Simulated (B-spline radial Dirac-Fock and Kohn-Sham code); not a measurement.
In the model described below, an L1 (2s) vacancy in germanium as Ge⁵⁺, [Ar] 3d9, lives for 0.13 fs, which corresponds to a natural width of 5.13 eV. Out of 1000 such holes, about 1.7 decay by emitting a photon, 892 by a Coster-Kronig transition that moves the hole within the L shell, and the rest by ordinary Auger emission. The strongest X-ray line is Lβ3 (L1-M3) at 1299.5 eV, with 63 % of the radiative rate. The strongest electron group is L1-L3M5 near 50 eV, with 37 % of the non-radiative rate. The Coster-Kronig yields by final subshell (the deeper hole where both stay in the shell) are L2 0.258, L3 0.634. Independent-particle models tend to overestimate Coster-Kronig rates.

The computed values come from a radial atomic solver: a relativistic independent-particle model: LDA orbitals of the hole state, radiative multipoles to third order, Auger rates from the Coulomb interaction with a continuum orbital, Dirac-Fock energies.
